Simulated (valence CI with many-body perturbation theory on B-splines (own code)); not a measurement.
## Ir72+: electric-dipole lines

Calculated by configuration interaction combined with many-body perturbation theory (CI+MBPT): three valence electrons over a frozen Dirac-Fock core [He], radial functions for each j: 11 s, 11 p, 9 d, 7 f, 5 g, 2 h, 1 i, with the one-electron correlation potential Σ1 (screened to all orders), the two-electron term Σ2, the three-electron term Σ3, Breit, model QED; selected single and double excitations, second order for the rest (own B-spline code, finite nucleus).

The last digits are not significant, and no measured levels were compared; by estimate large intervals hold to a few tenths of a per cent, small ones and those within an open d or f shell to about a per cent.

Lines 201 to 250 of 290 in falling wavelength, among levels below 1088.6 Ry, chosen from the strongest by gf and those to the six lowest levels. Wavelengths and rates use the calculated energies. Electric multipoles are in the length gauge, E1 and E2 with the static RPA response of the core. Weak lines are less certain than strong ones. Lines between different terms over intervals too small for the method are left out, as are lines whose strength nearly cancels. The highest levels of a list are the least certain.

Levels are named by their leading jj configuration (3d3/2^4 stands for four electrons in 3d with j = 3/2), which in mixed levels can hold well under half, so a name can repeat and another be missing. Letters in brackets count levels of one name in rising energy.

| λ vac (nm) | Upper | Lower | A (s⁻¹) | log gf | Branch % |
| --- | --- | --- | --- | --- | --- |
| 0.1063 | (2s 2p3/2 3s) J=5/2 | (2s 2p1/2 2p3/2) J=3/2 [a] | 4.45e+13 | -1.35 | 18.1 |
| 0.1062 | (2s^2 3s) J=1/2 | (2s^2 2p1/2) J=1/2 | 7.79e+13 | -1.58 | 21.5 |
| 0.1060 | (2s 2p3/2 3s) J=3/2 [a] | (2s 2p1/2 2p3/2) J=3/2 [a] | 1.36e+13 | -2.04 | 3.3 |
| 0.1039 | (2p1/2 2p3/2 3p1/2) J=1/2 | (2s 2p1/2 2p3/2) J=1/2 | 1.01e+14 | -1.48 | 10.6 |
| 0.1039 | (2p1/2 2p3/2 3p1/2) J=3/2 [a] | (2s 2p1/2 2p3/2) J=1/2 | 2.94e+14 | -0.72 | 30.6 |
| 0.1038 | (2p1/2 2p3/2 3p1/2) J=5/2 | (2s 2p1/2 2p3/2) J=3/2 [b] | 4.35e+14 | -0.37 | 45.3 |
| 0.1038 | (2s 2p1/2 3p1/2) J=1/2 [a] | (2s^2 2p1/2) J=1/2 | 2.40e+14 | -1.11 | 98.0 |
| 0.1035 | (2s 2p1/2 3p1/2) J=3/2 | (2s^2 2p1/2) J=1/2 | 6.08e+14 | -0.41 | 99.3 |
| 0.1035 | (2s 2p3/2 3p1/2) J=3/2 [a] | (2s^2 2p3/2) J=3/2 | 2.09e+14 | -0.87 | 98.4 |
| 0.1035 | (2s 2p3/2 3p1/2) J=5/2 | (2s^2 2p3/2) J=3/2 | 5.43e+14 | -0.28 | 98.9 |
| 0.1034 | (2s^2 3p3/2) J=3/2 | (2s 2p1/2^2) J=1/2 | 9.00e+12 | -2.24 | 51.0 |
| 0.1033 | (2p1/2 2p3/2 3p1/2) J=3/2 [b] | (2s 2p1/2 2p3/2) J=1/2 | 9.16e+13 | -1.23 | 10.7 |
| 0.1033 | (2p1/2^2 3p1/2) J=1/2 | (2s 2p1/2^2) J=1/2 | 1.04e+15 | -0.48 | 99.4 |
| 0.1032 | (2p1/2 2p3/2 3p1/2) J=3/2 [a] | (2s 2p1/2 2p3/2) J=5/2 | 1.88e+14 | -0.92 | 19.5 |
| 0.1031 | (2p1/2 2p3/2 3p1/2) J=5/2 | (2s 2p1/2 2p3/2) J=5/2 | 4.33e+14 | -0.38 | 45.1 |
| 0.1031 | (2s 2p1/2 3p1/2) J=1/2 [b] | (2s^2 2p1/2) J=1/2 | 3.19e+14 | -0.99 | 97.8 |
| 0.1029 | (2p1/2 2p3/2 3p1/2) J=1/2 | (2s 2p1/2 2p3/2) J=3/2 [a] | 7.49e+14 | -0.62 | 78.4 |
| 0.1029 | (2p1/2 2p3/2 3p1/2) J=3/2 [a] | (2s 2p1/2 2p3/2) J=3/2 [a] | 4.63e+14 | -0.53 | 48.1 |
| 0.1028 | (2p1/2 2p3/2 3p1/2) J=5/2 | (2s 2p1/2 2p3/2) J=3/2 [a] | 7.60e+13 | -1.14 | 7.9 |
| 0.1027 | (2s 2p3/2 3p1/2) J=1/2 | (2s^2 2p3/2) J=3/2 | 5.30e+14 | -0.78 | 95.4 |
| 0.1027 | (2s 2p3/2 3p1/2) J=3/2 [b] | (2s^2 2p3/2) J=3/2 | 3.43e+14 | -0.66 | 93.5 |
| 0.1027 | (2p1/2 2p3/2 3p1/2) J=3/2 [b] | (2s 2p1/2 2p3/2) J=5/2 | 4.99e+14 | -0.50 | 58.1 |
| 0.1023 | (2p1/2 2p3/2 3p1/2) J=3/2 [b] | (2s 2p1/2 2p3/2) J=3/2 [a] | 3.69e+13 | -1.64 | 4.3 |
| 0.1016 | (2p1/2 2p3/2 3s) J=5/2 | (2s^2 2p3/2) J=3/2 | 2.97e+12 | -2.56 | 1.4 |
| 0.1015 | (2p1/2 2p3/2 3s) J=3/2 [b] | (2s^2 2p3/2) J=3/2 | 1.19e+12 | -3.13 | 0.3 |
| 0.1015 | (2p1/2 2p3/2 3d3/2) J=3/2 [a] | (2p1/2^2 2p3/2) J=3/2 | 3.13e+14 | -0.71 | 47.5 |
| 0.1015 | (2p1/2^2 3s) J=1/2 | (2s^2 2p1/2) J=1/2 | 8.11e+12 | -2.60 | 2.8 |
| 0.1014 | (2s 2p3/2 3d3/2) J=3/2 [a] | (2s 2p1/2 2p3/2) J=1/2 | 4.27e+12 | -2.58 | 0.2 |
| 0.1013 | (2s 2p1/2 3d3/2) J=3/2 [a] | (2s 2p1/2^2) J=1/2 | 2.37e+14 | -0.84 | 43.2 |
| 0.1013 | (2p1/2 2p3/2 3d3/2) J=5/2 [b] | (2p1/2^2 2p3/2) J=3/2 | 2.27e+15 | 0.32 | 95.0 |
| 0.1012 | (2p1/2 2p3/2 3d3/2) J=3/2 [b] | (2p1/2^2 2p3/2) J=3/2 | 2.05e+15 | 0.10 | 83.2 |
| 0.1011 | (2p1/2 2p3/2 3d3/2) J=1/2 [b] | (2p1/2^2 2p3/2) J=3/2 | 2.32e+15 | -0.15 | 88.8 |
| 0.1009 | (2s 2p1/2 3d3/2) J=3/2 [b] | (2s 2p1/2^2) J=1/2 | 2.20e+15 | 0.13 | 86.7 |
| 0.1009 | (2s 2p1/2 3d3/2) J=1/2 | (2s 2p1/2^2) J=1/2 | 2.24e+15 | -0.17 | 88.3 |
| 0.1008 | (2s 2p3/2 3d3/2) J=5/2 [a] | (2s 2p1/2 2p3/2) J=5/2 | 9.46e+14 | -0.06 | 47.3 |
| 0.1007 | (2s 2p3/2 3d3/2) J=3/2 [a] | (2s 2p1/2 2p3/2) J=5/2 | 3.47e+14 | -0.68 | 15.9 |
| 0.1007 | (2s 2p3/2 3d3/2) J=7/2 | (2s 2p1/2 2p3/2) J=5/2 | 1.83e+15 | 0.35 | 98.0 |
| 0.1007 | (2s 2p3/2 3d3/2) J=3/2 [b] | (2s 2p1/2 2p3/2) J=3/2 [b] | 8.08e+14 | -0.31 | 40.8 |
| 0.1006 | (2s 2p3/2 3d3/2) J=3/2 [b] | (2s 2p1/2 2p3/2) J=1/2 | 9.73e+14 | -0.23 | 49.2 |
| 0.1006 | (2s 2p3/2 3d3/2) J=5/2 [b] | (2s 2p1/2 2p3/2) J=3/2 [b] | 1.77e+15 | 0.21 | 93.6 |
| 0.1005 | (2s 2p3/2 3d3/2) J=1/2 [b] | (2s 2p1/2 2p3/2) J=1/2 | 1.65e+15 | -0.30 | 71.9 |
| 0.1004 | (2s 2p3/2 3d3/2) J=5/2 [a] | (2s 2p1/2 2p3/2) J=3/2 [a] | 8.43e+14 | -0.12 | 42.2 |
| 0.1004 | (2s^2 3d3/2) J=3/2 | (2s^2 2p1/2) J=1/2 | 1.81e+15 | 0.04 | 84.7 |
| 0.1004 | (2s 2p3/2 3d3/2) J=3/2 [a] | (2s 2p1/2 2p3/2) J=3/2 [a] | 1.40e+15 | -0.07 | 64.5 |
| 0.1003 | (2s 2p3/2 3d3/2) J=1/2 [a] | (2s 2p1/2 2p3/2) J=3/2 [a] | 1.73e+15 | -0.28 | 89.8 |
| 0.1001 | (2s 2p3/2 3d5/2) J=3/2 [a] | (2s 2p1/2 2p3/2) J=1/2 | 3.01e+13 | -1.74 | 1.7 |
| 0.1000 | (2s 2p3/2 3d3/2) J=3/2 [b] | (2s 2p1/2 2p3/2) J=5/2 | 5.08e+12 | -2.52 | 0.3 |
| 0.09996 | (2s 2p3/2 3d3/2) J=5/2 [b] | (2s 2p1/2 2p3/2) J=5/2 | 7.14e+11 | -3.19 | 0.0 |
| 0.09975 | (2s 2p1/2 3d5/2) J=3/2 | (2s 2p1/2^2) J=1/2 | 1.81e+12 | -2.97 | 0.1 |
| 0.09963 | (2s 2p3/2 3d3/2) J=5/2 [b] | (2s 2p1/2 2p3/2) J=3/2 [a] | 2.03e+13 | -1.74 | 1.1 |

(1) How does gf follow from A for the line at 0.09996 nm?

## Answers

(1) gf = 1.4992 × (2J+1)_upper × A / σ², with σ = 100038198 cm⁻¹ and 2J+1 = 6: gf = 0.000642.
